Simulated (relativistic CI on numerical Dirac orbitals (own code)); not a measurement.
**Ru⁵⁺ (4d3) in a crystal field**

Calculated by Dirac-Coulomb-Breit CI, KLI orbitals optimised for each configuration, model QED, valence Slater integrals scaled by 0.85, one configuration in a parametric crystal field (own radial code).

Field parameters in Wybourne normalisation: D3d B²₀ = −7Dσ, B⁴₀ = −14Dq − 21Dτ, B⁴₃ = −14√(10/7) Dq. The field is a parameter set, without covalency.

S is read from ⟨S²⟩ = S(S + 1).

Powder χT (cm³ K mol⁻¹) by Van Vleck's formula, with temperature-independent terms:

| Field | 2 K | 5 K | 10 K | 20 K | 50 K | 100 K | 200 K | 300 K |
| --- | --- | --- | --- | --- | --- | --- | --- | --- |
| D3d, 10Dq = 27350, Dσ = -1200, Dτ = -370 cm⁻¹ | 1.04 | 1.17 | 1.35 | 1.5 | 1.57 | 1.59 | 1.6 | 1.61 |
| D3d, 10Dq = 27350, Dσ = 1200, Dτ = -370 cm⁻¹ | 0.981 | 1.04 | 1.14 | 1.31 | 1.52 | 1.58 | 1.61 | 1.62 |
| D3d, 10Dq = 27350, Dσ = 980, Dτ = -370 cm⁻¹ | 0.989 | 1.06 | 1.17 | 1.35 | 1.54 | 1.59 | 1.61 | 1.62 |
| D3d, 10Dq = 27350, Dσ = 760, Dτ = -370 cm⁻¹ | 1 | 1.08 | 1.21 | 1.39 | 1.55 | 1.59 | 1.61 | 1.62 |
| D3d, 10Dq = 27350, Dσ = 550, Dτ = -370 cm⁻¹ | 1.01 | 1.11 | 1.26 | 1.44 | 1.57 | 1.6 | 1.61 | 1.62 |
| D3d, 10Dq = 27350, Dσ = 330, Dτ = -370 cm⁻¹ | 1.03 | 1.15 | 1.32 | 1.49 | 1.58 | 1.6 | 1.61 | 1.62 |
| D3d, 10Dq = 27350, Dσ = 110, Dτ = -370 cm⁻¹ | 1.07 | 1.23 | 1.41 | 1.53 | 1.59 | 1.6 | 1.61 | 1.62 |
| D3d, 10Dq = 27350, Dσ = -110, Dτ = -370 cm⁻¹ | 1.13 | 1.35 | 1.5 | 1.57 | 1.59 | 1.6 | 1.61 | 1.62 |

(1) For D3d, 10Dq = 27350, Dσ = 980, Dτ = -370 cm⁻¹: what effective moment follows at 300 K?

Results:

(1) μ_eff = √(8χT) = 3.60 μB. The ground level has S = 1.50; the spin-only moment for S = 3/2 is 3.88 μB. The difference comes from the orbital moment, spin-orbit mixing of terms and temperature-independent paramagnetism, all larger in this ionic model than in covalent complexes.
